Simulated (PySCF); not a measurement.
Structure from NMR data

An unknown has the formula C$_{4}$H$_{9}$PSi$_{2}$. Its calculated NMR data are:

1H NMR (400 MHz, computed): δ 7.49 (m, 1H), 7.12 (m, 1H), 4.70 (m, 2H), 4.62 (m, 2H), 2.00 (t, 1H), 1.57 (m, 2H).

13C{1H} NMR (computed): δ 161.9 (CH), 148.9 (CH), 106.7 (CH), 88.8 (C).

- geometry from GFN2-xTB
- shielding tensors at PBE0/pcSseg-1 (GIAO)
- program: PySCF 2.14.0 with density-fitted response routines
- a single conformation, no solvent model, rapidly exchanging positions averaged, relativity neglected

Chemical shifts δ = σref − σ; 1H (31.72 ppm) and 13C (186.93 ppm) against TMS, all at this level.

Which candidate is it?
A. C#C/C([SiH3])=C/[SiH2]P
B. C=C[Si@H](P)C#C[SiH3]
C. C#C[SiH2]/C=C\[SiH2]P
D. C#C/C(=C\[SiH3])[SiH2]P
E. C#C/C([SiH3])=C\[SiH2]P
F. C#CC(=C)[SiH2][SiH2]P

Results:

C. 

4 carbon signals for 4 carbons: no two carbons are equivalent. Carbon types of the structure: 1 × C, 3 × CH, leaving 6 H on heteroatoms. δC 161.9, 148.9: alkene CH; the olefinic region. δC 106.7: terminal alkyne carbon. δC 88.8: alkyne carbon; the triple bond shields along its axis, which puts it between sp3 and sp2 carbons. δH 7.49, 7.12: hydrogen on an alkene CH; olefinic region. δH 2.00: hydrogen on a terminal alkyne carbon; it lies on the axis of the triple bond, in its shielding cone.

The others: C#C/C([SiH3])=C\[SiH2]P would give 5 signals for carbon-bound and other non-exchanging H, not 6; C=C[Si@H](P)C#C[SiH3] has carbons computed at 147.4, 140.3, 120.1, 114.4, with a different DEPT pattern; C#CC(=C)[SiH2][SiH2]P has carbons computed at 149.9, 132.2, 92.5, 88.8, with a different DEPT pattern; C#C/C([SiH3])=C/[SiH2]P would give 5 signals for carbon-bound and other non-exchanging H, not 6; C#C/C(=C\[SiH3])[SiH2]P would give 5 signals for carbon-bound and other non-exchanging H, not 6.

Splittings by 31P in the carbon and heteronuclear signals aren't shown, as no couplings were computed. Shifts are as computed. Against solution values, carbons near 30 ppm lie about +3 ppm off and those near 130 ppm about +5 ppm. Of 1211 compounds with measured shifts, 218 miss one by over three times the rms of a fit or turn the order of signals round; such compounds aren't used in these exercises. No couplings were computed; multiplicities are counted from neighbouring protons, with m where these are inequivalent, close in shift, in a saturated or five-membered ring or joined by F or P, and br s for small geminal =CH2 splittings.
